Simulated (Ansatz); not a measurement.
Compare A (`CCBN[SiH3]`) with its isomer B (`BN(C)[SiH2]C`).

Isolated molecules relaxed with PBE0-D4/def2-TZVP in Ansatz; ΔE leaves out vibrations. CBS: MP2 limit from def2 TZ/QZ plus the TZ coupled-cluster correction, frozen cores. DFT in def2-TZVPP. Each species was taken in one conformer, which may not be the lowest.

Q: Which isomer does CCSD(T)/CBS put lower? Give the gap. (Estimate.)

A: The calculation gave: A, by 5.0 kcal/mol.

Q: Give E(B) − E(A) in kcal/mol with HF/def2-TZVPP, CCSD(T)/def2-TZVPP, B2PLYP, MP2/def2-TZVPP, PBE-D4, PBE0-D4, ωB97M-V. (Estimate.)

A: Ansatz gave: HF/def2-TZVPP 7.4, CCSD(T)/def2-TZVPP 5.0, B2PLYP 5.4, MP2/def2-TZVPP 4.8, PBE-D4 4.7, PBE0-D4 5.2, ωB97M-V 4.9. None reverses the order clearly.

Largest T1 diagnostic: 0.012.

In def2-TZVPP, CCSD(T) changes the Hartree–Fock value by −2.4 kcal/mol (the triples alone add −0.5 kcal/mol) and MP2 by −2.7 kcal/mol. The D4 term adds −1.4 kcal/mol with B3LYP and −0.8 kcal/mol with PBE0; it sums over pairs of atoms, weighted by their polarisabilities, and B3LYP, whose exchange is more repulsive, gets the larger term.

B3LYP here is the variant with VWN-RPA as its local correlation; programs differ in this.
